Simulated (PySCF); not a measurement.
C₄H₅Si, SMILES [C]1=CC=C[SiH2]1, multiplicity 2. Atoms are numbered in the order given.

```xyz
10

C      1.3688     0.1256     0.0000
C      0.7927     1.3296     0.0000
C     -0.6983     1.2849     0.0000
C     -1.2903     0.0696     0.0000
Si     0.0751    -1.2255     0.0000
H      1.3196     2.2912     0.0000
H     -1.2596     2.2270     0.0000
H     -2.3760    -0.0470     0.0000
H      0.1138    -2.0864    -1.2177
H      0.1138    -2.0864     1.2177
```
Charge 0, spin multiplicity 2.

The structure is a stationary point at PBE0-D3(BJ)/def2-SVP. The isomer is the one that the SMILES or the coordinates give; other isomers of the formula were not compared.

These are PBE/def2-TZVP (PySCF) values and carry that method's errors.

ESP charges are fitted to the potential on shells at 1.4 to 2.0 van der Waals radii. Atomic charges (e):

| atom | meta-Löwdin | Löwdin | ESP fit | Mulliken | Mulliken spin |
|---|---|---|---|---|---|
| C1 | -0.24 | -0.10 | -0.22 | -0.14 | 0.95 |
| C2 | -0.13 | -0.19 | -0.04 | -0.10 | -0.11 |
| C3 | -0.09 | -0.16 | -0.11 | -0.10 | 0.09 |
| C4 | -0.36 | -0.25 | -0.30 | -0.22 | -0.02 |
| Si5 | 0.57 | 0.30 | 0.32 | 0.23 | 0.05 |
| H6 | 0.14 | 0.14 | 0.13 | 0.12 | 0.03 |
| H7 | 0.12 | 0.14 | 0.13 | 0.11 | 0.01 |
| H8 | 0.13 | 0.13 | 0.16 | 0.12 | 0.00 |
| H9 | -0.07 | -0.01 | -0.04 | -0.01 | 0.00 |
| H10 | -0.07 | -0.01 | -0.04 | -0.01 | 0.00 |

Computed Mayer and Wiberg (Löwdin basis) orders of the bonds:
```
bond     Mayer  Wiberg
-------  -----  ------
C1–C2     1.87    2.12
C2–C3     1.02    1.22
C3–C4     1.86    1.99
C1–Si5    1.04    1.17
C4–Si5    0.98    1.09
C2–H6     0.92    0.83
C3–H7     0.93    0.83
C4–H8     0.93    0.86
Si5–H9    0.92    0.91
Si5–H10   0.92    0.91
```
